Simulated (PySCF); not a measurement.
A structure optimised at PBE-D3(BJ)/def2-SVP, used in a PySCF frequency run:

```xyz
13

C     -1.5211     1.0407    -0.2045
Si     0.0123    -0.0383     0.0035
C      1.6052     0.9261     0.0808
O     -0.0850    -0.8851     1.4605
O      0.1648    -1.0698    -1.3237
H     -1.6245     1.7507     0.6416
H     -2.4544     0.4396    -0.2478
H     -1.4657     1.6319    -1.1416
H      1.7637     1.5054    -0.8505
H      2.4637     0.2363     0.2064
H      1.6019     1.6296     0.9371
H     -0.9472    -1.2943     1.6451
H     -0.6516    -1.5244    -1.5916
```

Question: Write its SMILES and formula.

Answer: C[Si](C)(O)O, C₂H₈O₂Si

Question: What are its rotational constants (standard atomic weights)?

Answer: 3.6015, 3.3153, 3.2629 GHz
